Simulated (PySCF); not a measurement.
FH₄O₄Si, SMILES O[Si-](O)(O)(O)F, charge -1.

Geometry: PBE0-D3(BJ)/def2-SVPD. The values are those of a single conformer.

These are PBE/def2-SVPD (PySCF) values and carry that method's errors.

Isolated molecule, no solvent.

Computed frontier levels, gap, dipole moment and polarisability:
```json
{
 "highest_occupied_level": "-1.69 eV",
 "lowest_empty_level": "3.35 eV",
 "orbital_gap": "5.04 eV",
 "dipole_moment_about_the_centre_of_nuclear_charge": "1.13 D",
 "mean_static_polarisability": "55.9 bohr³ (8.29 Å³)",
 "polarisability_principal_values": "55.1, 55.6, 57.1 bohr³"
}
```
